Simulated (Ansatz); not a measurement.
Ideal-gas functions of CH3AlClO, SMILES `C[O][Al][Cl]` radical at 500 K and 1 bar, from an Ansatz frequency run at PBE0-D4/def2-TZVP.

Molar mass 93.47 g/mol, point group Cs (symmetry number 1), electronic degeneracy 2, moments of inertia 48.452, 210.808, 256.096 u Å². Harmonic wavenumbers (cm⁻¹, unscaled): 78, 81, 138, 249, 487, 728, 1173, 1182, 1214, 1481, 1494, 1498, 3018, 3088, 3095.

Use S(trans) = R[1.5 ln M + 2.5 ln T − 1.1517]; rotational temperatures θ = 24.2544 K / I; S(rot) = R[ln(√π/σ · √(T³/θAθBθC)) + 1.5]; for each mode x = 1.438777 ν̃/T, S = R[x/(eˣ − 1) − ln(1 − e⁻ˣ)] and H = RT x/(eˣ − 1); 1 cm⁻¹ = 0.0119627 kJ/mol; R = 8.31446 J/(mol·K).

Problem. By hand: the entropy, in J/(mol·K).

Solution. Translation 176.2. Rotation: θ = 0.5006, 0.1151, 0.0947 K, giving 116.4. Vibration, mode by mode: 20.75, 20.44, 16.05, 11.26, 6.16, 3.54, 1.28, 1.26, 1.17, 0.62, 0.61, 0.60, 0.01, 0.01, 0.01, in all 83.8. Electronic 5.8. Sum 382.2 J/(mol·K).

Problem. By hand: H − E and G − E in kJ/mol, counted from the electronic energy.

Solution. Zero-point energy ½ × 19004 × 0.0119627 = 113.7; thermal vibration 19.0; translation, rotation and pV give 4 RT = 16.6. H − E = 149.3 kJ/mol, and G − E = 149.3 − 500 × 382.2/1000 = -41.8 kJ/mol.

Vibration gives 22 % of the entropy, 57.2 J/(mol·K) of it from the modes under 150 cm⁻¹: soft modes count most, and the harmonic formula is weakest for them. The sum counts one conformer and one mirror image; others add a mixing term.
